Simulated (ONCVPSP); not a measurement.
## Ca (Z = 20), ONCV: configuration errors across variants

calcium, optimised norm-conserving Vanderbilt (ONCV), made with ONCVPSP 4.0.1 (BLYP, fully relativistic). Core [Ne], reference 3s2 3p6 4s2. Waves: 3s+4s: rc 1.50 bohr, ncon 3, nbas 8, qcut 9.1 1/bohr, 2 projectors; 3p: rc 1.75 bohr, ncon 4, nbas 9, qcut 9.4 1/bohr, 2 projectors, debl 2.1 Ha; d scattering state at 0.05 Ha: rc 1.40 bohr, ncon 3, nbas 8, qcut 6.8 1/bohr, 2 projectors, debl 3.5 Ha. Local part: polynomial inside 1.35 bohr (lpopt 5, dvloc0 -1 Ha). Core correction: polynomial model core, fcfact 0.6.

Open shells are filled in proportion to 2j + 1.

All-electron excitation energies from the reference (eV): (1) 3s2 3p6 4s1 6.230; (2) 3s2 3p6 4s0 18.188; (3) 3s2 3p6 4s1.5 2.442; (4) 3s2 3p6 4s1 4p1 2.472.

1 further variants failed, have other tests or too few solved ones, and are left out.

Errors AE − PS in meV (a dash: test not solved or not reliable):

| change | (1) | (2) | (3) | (4) | bound ghosts | GHOST(+) flags above zero |
| --- | --- | --- | --- | --- | --- | --- |
| base | +0.1 | +0.2 | 0.0 | +0.1 | none | none |
| p: rc 1.24; local potential polynomial inside 1.24 bohr (lpopt 5, dvloc0 -1 Ha) | +0.1 | 0.0 | 0.0 | 0.0 | none | none |
| p: rc 1.4 | +0.1 | +0.1 | 0.0 | +0.1 | none | none |
| p: rc 1.72 | +0.1 | +0.2 | 0.0 | +0.1 | none | none |
| p: rc 1.84 | +0.1 | +0.2 | 0.0 | +0.1 | none | none |
| p: rc 2.08 | +0.1 | +0.3 | 0.0 | +0.1 | none | none |
| p: rc 2.2 | +0.1 | 0.0 | 0.0 | +0.1 | none | none |
| p: rc 2.56 | 0.0 | -1.0 | 0.0 | +0.4 | none | none |

Problem. Give the same row for: p: rc 1.6.

Solution. +0.1, +0.1, 0.0, +0.1; bound ghosts: none; GHOST(+) flags above zero: none.
